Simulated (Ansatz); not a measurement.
Consider the silylene formation by 1,1-elimination: `[CH3][AlH][SiH](O)F` → `[CH3][AlH][OH]` + `F[SiH]`.

Program: Ansatz. Geometries: PBE0-D4/def2-TZVP. ΔE: electronic, gas phase. CCSD(T)/CBS is the MP2 limit (def2-TZVPP, def2-QZVPP) plus CCSD(T) − MP2 in def2-TZVPP, frozen cores. This one scheme is used for every species. Functionals use def2-TZVPP. Each species was taken in one conformer, which may not be the lowest.

| level | ΔE (kJ/mol) |
| --- | --- |
| BLYP-D4 | 133.4 |
| LC-ωPBE | 169.6 |
| CCSD/def2-SVP | 122.3 |
| MP2/CBS(def2) | 160.7 |

**Question.** What does CCSD(T)/CBS give? (Best estimate.)

**Answer.** The calculation gave: +152.0 kJ/mol. The listed levels differ from it by -18.6, 17.6, -29.7, 8.7 kJ/mol.

Largest T1 diagnostic among the species: 0.015.

The D4 term adds +12.1 kJ/mol with B3LYP and +6.8 kJ/mol with PBE0; it sums over pairs of atoms, weighted by their polarisabilities, and B3LYP, whose exchange is more repulsive, gets the larger term. From r2SCAN to r2SCAN0 (25 % exact exchange), in def2-TZVPP and without D4, ΔE moves by +3.8 kJ/mol. At CCSD(T), def2-SVP lies −28.2 kJ/mol from the extrapolated value and def2-TZVPP −6.1 kJ/mol.

CCSD(T)/CBS has its own doubt, a few kJ/mol and more with outer-core shells, so smaller differences from it don't rank the levels.

B3LYP here is the variant with VWN-RPA as its local correlation; programs differ in this.
